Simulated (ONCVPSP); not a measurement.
## Rb (Z = 37): excitation energies, all-electron against ONCV

Rb (Z = 37), optimised norm-conserving Vanderbilt (ONCV), made with ONCVPSP 4.0.1 (PBE, scalar-relativistic). Core [Ar] 3d10 4s2, reference 4p6 5s1. Waves: 5s: rc 3.50 bohr, ncon 3, nbas 7, qcut 1.5 1/bohr, 2 projectors, debl 1.2 Ha; 4p: rc 2.20 bohr, ncon 4, nbas 7, qcut 5.5 1/bohr, 3 projectors, debl 3.5 Ha; d scattering state at 0.31 Ha: rc 2.20 bohr, ncon 4, nbas 7, qcut 3.7 1/bohr, local. Local part: the d channel. Core correction: Teter function, fcfact 4, rcfact 1.65.

Energies are relative to the spin-unpolarised reference configuration 4p6 5s1; without spin polarisation the order of configurations can differ from experiment.

Task: Give the all-electron excitation energy and the error of the potential for: 4p6 5s0; 4p6 5s0.5; 4p6 5s0 5p1; 4p5 5s1.

Result:

| valence configuration | charge | ΔE all-electron (eV) | error AE − PS (meV) |
| --- | --- | --- | --- |
| 4p6 5s0 | +1 | 4.154 | +7.3 |
| 4p6 5s0.5 | +0.5 | 1.578 | +1.0 |
| 4p6 5s0 5p1 | 0 | 1.520 | +2.3 |
| 4p5 5s1 | +1 | 21.140 | -133 |

Levels in the configuration 4p5 5s1:

| level | all-electron (eV) | pseudo (eV) |
| --- | --- | --- |
| 4p | -26.612 | -26.876 |
| 5s | -8.072 | -8.014 |

Note: ghosts flagged at negative energy: s at -4.5 eV; no localised positive-energy state flagged. A true bound ghost makes a file unfit for plane-wave use.
